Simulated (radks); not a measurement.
Valence configurations of the rhodium ion Rh2+ (all share [Kr]). Calculated with a radial shooting solver on a logarithmic mesh with Libxc functionals: non-relativistic Kohn-Sham, BLYP, spin-polarised, spherical densities, point nucleus; open shells are filled with parallel spins first (spin-orbit coupling, left out, can overturn this in heavy ions); relativity is left out, which matters for an element this heavy. Energies are relative to 4d7; eigenvalues in eV for spin up.

4d7: E (eV) 0.000; moment (Bohr magnetons) 3; e(4d) -26.865
4d6.5 5s0.5: E (eV) 2.835; moment (Bohr magnetons) 4; e(4d) -28.927; e(5s) -20.374
4d6.5 5p0.5: E (eV) 5.659; moment (Bohr magnetons) 4; e(4d) -29.449; e(5p) -15.052
4d6 5s1: E (eV) 5.985; moment (Bohr magnetons) 5; e(4d) -31.023; e(5s) -21.312
4d6 5p1: E (eV) 11.861; moment (Bohr magnetons) 5; e(4d) -32.043; e(5p) -16.052
4d4.5 5s2 5p0.5: E (eV) 24.871; moment (Bohr magnetons) 5; e(4d) -37.865; e(5p) -17.452; e(5s) -23.896
4d5 5p2: E (eV) 25.963; moment (Bohr magnetons) 7; e(4d) -37.246; e(5p) -17.905
4d4.5 5s1 5p1.5: E (eV) 29.443; moment (Bohr magnetons) 7; e(4d) -38.751; e(5p) -18.283; e(5s) -24.838

NIST lists [Kr] 4d7 as the ground configuration; this level of theory agrees among the configurations tried. The energies are those of spherical high-spin densities, not of single terms. Relativity is left out, which favours d and f over s occupation in heavy atoms.
